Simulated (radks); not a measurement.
Initial-state core-level shifts of the nickel ion Ni2+ when its valence configuration changes from [Ar] 3d8. Calculated with a radial shooting solver on a logarithmic mesh with Libxc functionals: scalar-relativistic Kohn-Sham, r2SCAN, spin-polarised, spherical densities, finite nucleus; open shells are filled with parallel spins first; meta-GGA in the generalised Kohn-Sham scheme; Fermi nuclear charge, rms radius 3.7757 fm. Shifts are changes of the shell-averaged eigenvalues in eV (positive: less bound); the change of the density at the nucleus, which sets a Mossbauer isomer shift, is in e/bohr^3, on a base of 1.976e+04.

| valence | 1s | 2s | 3s | 3p | density at nucleus |
|---|---|---|---|---|---|
| 3d7 4s1 | -7.821 | -8.718 | -7.473 | -7.237 | +15.778 |
| 3d6 4p2 | -19.374 | -21.202 | -18.226 | -17.712 | +6.229 |
| 3d7.5 4p0.5 | -4.570 | -4.951 | -4.436 | -4.321 | +1.237 |
| 3d7 4p1 | -9.316 | -10.130 | -8.955 | -8.716 | +2.685 |
| 3d6 4s2 | -16.909 | -18.807 | -15.792 | -15.302 | +33.970 |
| 3d6.5 4p1.5 | -14.252 | -15.549 | -13.557 | -13.184 | +4.350 |
| 3d6.5 4s1.5 | -12.279 | -13.658 | -11.599 | -11.238 | +24.358 |
| 3d5 4p3 | -30.158 | -33.178 | -27.695 | -26.892 | +10.579 |
